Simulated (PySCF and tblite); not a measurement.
The numbers below are computed, except where a source is named.
Stationary points of 2-tert-butyloxirane at GFN2-xTB, in Å:

Structure A

```
 1 C    -0.482   -0.460    1.540
 2 C    -0.366   -0.040    0.072
 3 C    -1.570   -0.575   -0.710
 4 C    -0.354    1.490   -0.025
 5 C     0.903   -0.651   -0.535
 6 C     2.202    0.027   -0.598
 7 O     1.967   -1.019    0.296
 8 H    -1.377   -0.030    1.984
 9 H     0.386   -0.124    2.100
10 H    -0.535   -1.543    1.620
11 H    -2.494   -0.184   -0.291
12 H    -1.607   -1.661   -0.663
13 H    -1.512   -0.275   -1.755
14 H    -0.160    1.809   -1.047
15 H    -1.321    1.883    0.280
16 H     0.402    1.919    0.626
17 H     0.708   -1.376   -1.325
18 H     2.880   -0.196   -1.415
19 H     2.328    1.006   -0.153
```

Structure B

```
 1 C    -0.267   -0.236    1.488
 2 C    -0.374    0.065   -0.008
 3 C    -1.568   -0.696   -0.593
 4 C    -0.550    1.570   -0.231
 5 C     0.875   -0.386   -0.757
 6 C     2.223   -0.388   -0.189
 7 O     1.511   -1.575   -0.390
 8 H    -1.234   -0.092    1.964
 9 H     0.449    0.423    1.972
10 H     0.043   -1.268    1.639
11 H    -2.490   -0.392   -0.102
12 H    -1.432   -1.766   -0.452
13 H    -1.665   -0.499   -1.659
14 H    -0.659    1.791   -1.291
15 H    -1.440    1.921    0.286
16 H     0.310    2.117    0.147
17 H     0.802   -0.240   -1.836
18 H     3.076   -0.237   -0.842
19 H     2.380   -0.105    0.844
```

The path came from a restrained scan, a climbing-image band and a saddle search at GFN2-xTB; energies are PBE0/pcSseg-1 + D3(BJ)//GFN2-xTB, thermal terms GFN2-xTB.

Task: Which structure is a saddle point, and along which motion?

Result: A: one imaginary mode (77i cm⁻¹ at GFN2-xTB, mostly on O7, C6, H19), along the rotation about the C2–C5 bond (torsion C1–C2–C5–C6 from -32° to -148°, falling).

Task: Give their symmetry and energies above the lowest.

Result: A C1, 3.6 kcal/mol; B C1, 0.0 kcal/mol.
